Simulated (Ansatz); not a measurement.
Born–Oppenheimer molecular dynamics of CH5BFN (9 atoms, charge 0, multiplicity 1). It starts from a relaxed structure.

Level of theory: RKS PBE0/6-31G* (Ansatz).

```
ensemble                      : NVE (velocity Verlet)
time step                     : 0.5 fs
steps asked                   : 250
starting velocities drawn for : 300 K
seed                          : 173633
```

Frames 10 fs apart, positions in Å, forces in eV/Å.

Velocities at 5 fs (Å/ps):

```
B -0.32 -2.98 -1.39
F 1.08 2.22 -0.21
C 4.38 0.65 0.31
H -4.40 2.60 -7.62
H 9.79 6.81 26.31
H -3.40 -19.17 4.79
N -4.13 -2.16 -1.12
H 4.04 5.39 8.95
H -17.76 16.75 -1.73
```

```xyz
9
Properties=species:S:1:pos:R:3:forces:R:3 time_fs=5 energy_less_start_eV=0.124 T=163
B -0.039 -0.187 -0.094 -0.40 1.03 -1.80
F -0.052 -0.587 1.169 -0.11 -0.38 0.69
C 1.366 0.064 -0.809 -0.38 0.34 0.17
H 1.899 -0.900 -0.856 0.12 0.30 -0.18
H 1.302 0.542 -1.810 -0.03 -0.52 0.39
H 1.965 0.757 -0.188 -0.08 -0.38 -0.09
N -1.300 0.049 -0.730 -0.10 0.09 0.13
H -2.166 -0.056 -0.221 0.12 -0.18 0.33
H -1.528 0.462 -1.636 0.87 -0.30 0.37
9
Properties=species:S:1:pos:R:3:forces:R:3 time_fs=15 energy_less_start_eV=0.162 T=122
B -0.056 -0.178 -0.160 0.37 -0.18 1.51
F -0.045 -0.572 1.171 -0.19 0.14 -1.18
C 1.378 0.059 -0.782 0.31 0.23 -0.81
H 1.929 -0.881 -0.997 -0.40 0.20 0.21
H 1.364 0.607 -1.765 0.06 -0.23 0.89
H 2.019 0.597 -0.042 -0.46 -0.14 -0.56
N -1.329 0.024 -0.721 1.04 0.42 -0.69
H -2.108 -0.050 -0.093 -0.46 0.14 -0.20
H -1.438 0.540 -1.603 -0.27 -0.57 0.82
9
Properties=species:S:1:pos:R:3:forces:R:3 time_fs=25 energy_less_start_eV=0.153 T=132
B -0.046 -0.168 -0.138 -0.09 0.24 -0.13
F -0.047 -0.555 1.134 0.03 -0.46 0.97
C 1.371 0.048 -0.776 0.64 0.93 -0.51
H 1.824 -0.927 -1.056 -0.11 0.51 0.06
H 1.428 0.759 -1.657 -0.16 -0.92 0.77
H 2.011 0.504 0.026 -0.35 -0.47 -0.61
N -1.317 0.002 -0.698 -0.40 0.95 -1.45
H -2.164 0.000 -0.155 0.04 -0.24 0.36
H -1.480 0.495 -1.583 0.38 -0.54 0.53
9
Properties=species:S:1:pos:R:3:forces:R:3 time_fs=35 energy_less_start_eV=0.113 T=177
B -0.041 -0.141 -0.125 -0.46 -0.04 -0.28
F -0.048 -0.559 1.140 -0.02 -0.23 0.88
C 1.359 0.053 -0.777 0.93 0.51 -0.58
H 1.732 -0.927 -1.145 -0.15 0.40 0.03
H 1.409 0.791 -1.636 0.01 -0.78 0.95
H 2.076 0.347 0.035 -0.48 -0.02 -0.77
N -1.311 0.010 -0.707 0.41 0.23 -0.27
H -2.130 -0.092 -0.124 -0.07 0.01 -0.32
H -1.447 0.330 -1.659 -0.19 -0.08 0.37
9
Properties=species:S:1:pos:R:3:forces:R:3 time_fs=45 energy_less_start_eV=0.130 T=158
B -0.051 -0.119 -0.128 0.56 -0.74 1.56
F -0.052 -0.574 1.186 -0.20 0.56 -1.21
C 1.361 0.054 -0.791 0.55 0.88 -0.97
H 1.637 -0.894 -1.286 0.04 0.08 0.21
H 1.401 0.825 -1.619 -0.13 -0.67 0.84
H 2.170 0.304 -0.066 -0.60 -0.21 -0.37
N -1.296 0.031 -0.729 -0.79 -0.24 0.44
H -2.140 -0.231 -0.225 0.34 0.09 -0.03
H -1.483 0.180 -1.698 0.23 0.25 -0.47
9
Properties=species:S:1:pos:R:3:forces:R:3 time_fs=55 energy_less_start_eV=0.158 T=127
B -0.031 -0.144 -0.054 -0.80 0.51 -2.42
F -0.064 -0.568 1.193 -0.04 -0.21 0.91
C 1.358 0.059 -0.834 -0.33 0.67 0.64
H 1.589 -0.878 -1.344 0.09 -0.03 -0.28
H 1.320 0.902 -1.571 0.08 -0.73 0.45
H 2.189 0.240 -0.123 -0.29 0.03 -0.32
N -1.296 0.044 -0.746 1.15 -0.69 2.09
H -2.137 -0.337 -0.318 0.21 0.29 -0.28
H -1.345 0.167 -1.728 -0.06 0.16 -0.78
9
Properties=species:S:1:pos:R:3:forces:R:3 time_fs=65 energy_less_start_eV=0.171 T=112
B -0.045 -0.154 -0.097 1.26 -0.73 2.26
F -0.077 -0.564 1.218 0.17 0.26 -0.94
C 1.321 0.059 -0.838 0.16 0.83 -0.39
H 1.567 -0.781 -1.475 0.08 -0.65 -0.13
H 1.262 0.899 -1.560 0.01 -0.09 0.38
H 2.188 0.230 -0.193 -0.13 0.02 0.10
N -1.239 0.033 -0.722 -1.48 -0.04 -0.69
H -2.149 -0.303 -0.443 0.13 0.10 0.35
H -1.191 0.226 -1.693 -0.19 0.29 -0.95
9
Properties=species:S:1:pos:R:3:forces:R:3 time_fs=75 energy_less_start_eV=0.153 T=131
B -0.010 -0.197 -0.042 -1.24 0.96 -2.27
F -0.083 -0.553 1.219 0.14 -0.48 1.14
C 1.302 0.066 -0.861 0.08 0.43 1.14
H 1.519 -0.781 -1.481 0.28 -0.53 -0.63
H 1.199 0.968 -1.464 -0.03 0.00 -0.29
H 2.145 0.229 -0.195 0.41 -0.03 0.11
N -1.229 0.024 -0.759 0.67 -0.42 1.08
H -2.127 -0.179 -0.357 -0.26 0.05 0.00
H -1.247 0.352 -1.703 -0.04 0.03 -0.28
9
Properties=species:S:1:pos:R:3:forces:R:3 time_fs=85 energy_less_start_eV=0.163 T=121
B -0.037 -0.189 -0.089 1.01 -0.18 1.36
F -0.081 -0.557 1.245 -0.03 0.29 -1.40
C 1.319 0.072 -0.848 -0.57 -0.17 0.27
H 1.535 -0.718 -1.542 0.12 -0.79 -0.48
H 1.173 0.940 -1.471 0.16 0.67 -0.26
H 2.196 0.190 -0.240 0.43 0.22 0.50
N -1.224 0.001 -0.767 -0.82 0.34 -0.50
H -2.097 0.004 -0.285 -0.58 -0.19 0.34
H -1.307 0.415 -1.687 0.28 -0.19 0.16
9
Properties=species:S:1:pos:R:3:forces:R:3 time_fs=95 energy_less_start_eV=0.142 T=144
B -0.025 -0.179 -0.075 -0.61 0.15 -0.36
F -0.079 -0.553 1.221 0.15 0.09 -0.32
C 1.344 0.068 -0.845 -0.77 -0.20 0.63
H 1.546 -0.726 -1.544 0.21 -0.58 -0.36
H 1.305 0.968 -1.422 -0.25 0.81 -0.62
H 2.194 0.199 -0.205 0.58 -0.22 0.61
N -1.270 -0.016 -0.756 1.68 0.26 -0.32
H -2.123 0.066 -0.248 -0.65 -0.04 0.11
H -1.248 0.405 -1.688 -0.34 -0.27 0.62
9
Properties=species:S:1:pos:R:3:forces:R:3 time_fs=105 energy_less_start_eV=0.127 T=161
B -0.040 -0.159 -0.084 0.30 0.07 -0.82
F -0.071 -0.546 1.186 0.16 -0.18 0.75
C 1.362 0.069 -0.832 -1.23 -1.04 0.79
H 1.593 -0.769 -1.484 -0.08 -0.21 -0.38
H 1.367 0.968 -1.405 0.18 0.85 -0.54
H 2.140 0.062 -0.095 0.69 0.34 0.51
N -1.277 -0.020 -0.724 -0.24 0.72 -1.33
H -2.182 -0.010 -0.290 -0.07 -0.25 0.49
H -1.353 0.356 -1.673 0.28 -0.30 0.52
9
Properties=species:S:1:pos:R:3:forces:R:3 time_fs=115 energy_less_start_eV=0.133 T=154
B -0.042 -0.137 -0.138 -0.02 -0.46 1.53
F -0.056 -0.544 1.177 -0.05 0.23 -0.71
C 1.354 0.050 -0.788 0.10 -0.35 -0.72
H 1.564 -0.767 -1.497 0.08 -0.09 0.27
H 1.492 0.936 -1.376 -0.23 0.82 -0.47
H 2.127 0.089 -0.042 0.46 -0.28 0.49
N -1.296 0.002 -0.720 -0.01 0.03 -0.23
H -2.107 -0.256 -0.165 0.01 0.21 -0.52
H -1.413 0.260 -1.693 -0.35 -0.12 0.37
```

Of the whole run (125 fs, mean temperature of the second half 136 K): The conserved energy stayed within 0.17 meV per atom of its start (net change 0.089 meV per atom), so the integration is sound. Over the second half the temperature averaged 0.45 of the 300 K drawn at the start: a run that starts near a minimum puts about half its kinetic energy into the potential. A run of 0.12 ps of so small a system gives no equilibrium averages.

Run time: 11 min on 1 thread of Intel(R) Xeon(R) Platinum 8259CL CPU @ 2.50GHz (Skylake/Cascade Lake), with other jobs on the host, peak memory 0.14 GiB.
